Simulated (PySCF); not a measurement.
Bond length, frequency and bond energy of KMg by level of theory

State: ²Σ⁺ (doublet), unpaired electrons σ ↑. Set-up: basis K pcseg-1, Mg pcseg-1; no relativity; PySCF 2.14. De refers to K + Mg in their ground configurations, without counterpoise correction. The functionals are run spin-unrestricted. A positive dipole means K(−)Mg(+). Levels whose curve was spin-contaminated or gave no clean fit are not listed.

```json
{"Level": "UHF-CCSD(T)", "Re (Å)": "4.486", "ωe (cm⁻¹)": "32.6", "De (eV)": "0.020", "μ (D)": "n/a"}
{"Level": "PBE", "Re (Å)": "3.896", "ωe (cm⁻¹)": "84.5", "De (eV)": "0.160", "μ (D)": "-1.03"}
{"Level": "r²SCAN", "Re (Å)": "3.950", "ωe (cm⁻¹)": "82.3", "De (eV)": "0.157", "μ (D)": "-1.47"}
{"Level": "TPSSh", "Re (Å)": "3.906", "ωe (cm⁻¹)": "87.6", "De (eV)": "0.157", "μ (D)": "-1.47"}
{"Level": "PBE0", "Re (Å)": "3.939", "ωe (cm⁻¹)": "79.6", "De (eV)": "0.130", "μ (D)": "-1.02"}
{"Level": "B97-3", "Re (Å)": "3.933", "ωe (cm⁻¹)": "80.7", "De (eV)": "0.105", "μ (D)": "-0.74"}
{"Level": "BHandHLYP", "Re (Å)": "4.212", "ωe (cm⁻¹)": "49.2", "De (eV)": "0.033", "μ (D)": "-0.11"}
{"Level": "CAM-B3LYP", "Re (Å)": "4.198", "ωe (cm⁻¹)": "48.4", "De (eV)": "0.035", "μ (D)": "-0.13"}
```

The bond length runs from 3.896 Å (PBE) to 4.486 Å (UHF-CCSD(T)). De spans 0.02 eV (UHF-CCSD(T), coupled cluster) to 0.16 eV (PBE, GGA).

Correlated steps freeze 6 core orbitals. The bond is weak. Basis-set superposition, not corrected here, can be much of De in a small basis, most of all at correlated wavefunction levels. Functionals without a dispersion term scatter widely for such bonds, and LDA overbinds them. The state is the lowest determinant that a PBE0 search found; another state may lie lower at other levels.
